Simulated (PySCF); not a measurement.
Two species compared at the same levels of theory.

First species: C3H13NOSi4.
Numbering: `[SiH3:1][CH2:2][SiH2:3][O:4][Si@@H:5]1[CH:6]=[CH:7][SiH2:8][NH:9]1` (hydrogens: H10, H11, H12 on Si1; H13, H14 on C2; H15, H16 on Si3; H17 on Si5; H18 on C6; H19 on C7; H20, H21 on Si8; H22 on N9)

Structure used (GFN2-xTB), in Å, numbered top down from 1:
```
atom  x, y, z in Å
Si1    3.4361    0.8970    0.6343
C2     1.8459   -0.0906    0.3511
Si3    1.5336   -0.6320   -1.4384
O4     0.0983   -1.3897   -1.5642
Si5   -1.4752   -1.3210   -1.1576
C6    -2.3471    0.2227   -1.7871
C7    -2.8094    1.0489   -0.8506
Si8   -2.5020    0.5124    0.9269
N9    -1.7216   -0.9777    0.5230
H10    4.5988    0.1158    0.2058
H11    3.3999    2.1529   -0.1184
H12    3.5771    1.2106    2.0623
H13    0.9935    0.5032    0.6859
H14    1.8598   -0.9758    0.9895
H15    1.5081    0.5257   -2.3362
H16    2.4675   -1.6651   -1.8857
H17   -1.9740   -2.6290   -1.5643
H18   -2.4700    0.4390   -2.8413
H19   -3.3210    1.9687   -1.1069
H20   -3.7320    0.2670    1.6889
H21   -1.6125    1.4256    1.6619
H22   -1.3642   -1.5892    1.2343
```

Second species: C4H15NSSi2.
SMILES: `CCCN[Si@H]([SiH3])SC`

Levels: PBE0/pcSseg-1 for HOMO energy, LUMO energy and HOMO–LUMO gap. Geometries: GFN2-xTB. Each species is one conformer at its optimised geometry, gas phase, non-relativistic unless stated; the electronic structure was computed with PySCF and density fitting.

The conformers computed, where there is a choice (atom-mapped SMILES and torsion angles):
- `[CH3:1][CH2:2][CH2:3][NH:4][Si@H:5]([SiH3:6])[S:7][CH3:8]`: C1–C2–C3–N4 -61°, C2–C3–N4–Si5 -76°, C3–N4–Si5–Si6 -58°, N4–Si5–S7–C8 180°

The conformers of `[SiH3]C[SiH2]O[Si@@H]1C=C[SiH2]N1` aren't listed.

```
     property  column X  column Y
  HOMO energy  -7.49 eV  -6.61 eV
  LUMO energy  -0.82 eV  -0.48 eV
HOMO–LUMO gap   6.67 eV   6.13 eV
```

Problem. Which column belongs to which species?

Solution. Column X is the first species and column Y the second. The first has 22 atoms and 102 electrons, the second 23 and 90.

Problem. How does each property change from the first species to the second?

Solution. HOMO energy +0.88 eV; LUMO energy +0.34 eV; HOMO–LUMO gap -0.54 eV.

